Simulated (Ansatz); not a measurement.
Molecule: AlI₂ (charge +1, singlet). 
Coordinates optimised at B3LYP-D3(BJ)/def2-TZVP (Ansatz, a program for electronic structure):
```xyz
3

Al     0.0000     0.0000     0.0000
I      0.0000     0.0000    -2.3695
I      0.0000     0.0000     2.3695
```
Charge +1, spin multiplicity 1.

Parts of the frozen-core correlation energy in STO-3G (Ansatz, hartree). Frozen orbitals: 51; correlated occupied orbitals by spin: 8 and 8; virtual: 4 and 4. Spin-orbit coupling is left out. Past Kr the def2 sets carry scalar-relativistic core potentials. STO-3G rows are all-electron and non-relativistic.

```tsv
term	value
reference (HF)	-13940.34600
MP2 opposite-spin	(withheld)
MP2 same-spin	-0.00896
CCSD correlation	(withheld)
(T)	(withheld)
T1 diagnostic	0.017
largest doubles amplitude	0.075
```

### Question
What belongs in the gaps?

### Answer

- MP2 opposite-spin, value: -0.03101
- CCSD correlation, value: -0.04850
- (T), value: -0.00282
